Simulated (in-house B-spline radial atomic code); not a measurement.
Results of a calculation; reference values are marked as such.
**C6 from the polarisability at imaginary frequency: neutral helium**

TDHF linear response of the closed shell 1s2, from an all-electron radial atomic-structure program (B-spline basis); scalar-relativistic (spin-free one-electron X2C), finite nucleus, no spin-orbit coupling.

The dispersion coefficient of two like species is C6 = (3/π) ∫ α(iu)² du from 0 to ∞.

| u (hartree) | α(iu) (bohr³) |
| --- | --- |
| 0 | 1.322 |
| 0.03 | 1.321 |
| 0.07 | 1.315 |
| 0.12 | 1.302 |
| 0.2 | 1.269 |
| 0.3 | 1.21 |
| 0.45 | 1.097 |
| 0.7 | 0.8945 |
| 1 | 0.6843 |
| 1.5 | 0.4461 |
| 2.5 | 0.2206 |
| 5 | 0.06907 |

Question: Fit one oscillator, α(iu) = α(0)/(1 + u²/ω²), through u = 1.5 and estimate C6.

Answer: From α(0)/α(iu) − 1 = 1.322/0.4461 − 1 = 1.9635, ω = u/√1.9635 = 1.0705 hartree (29.1 eV). London's formula gives C6 = (3/4) α(0)² ω = 0.75 × 1.322² × 1.0705 = 1.403 hartree·bohr⁶, and the oscillator holds f = α(0) ω² = 1.51 electrons, of a sum of oscillator strengths of 2.0.

Question: How does that compare with the full integral?

Answer: The program's quadrature over all excitations gives C6 = 1.375, so the single oscillator is off by +2.0 %. At the last point the fit gives α = 0.0579 against 0.0691: higher excitations, and deeper shells where there are any, keep the true curve higher at large u.
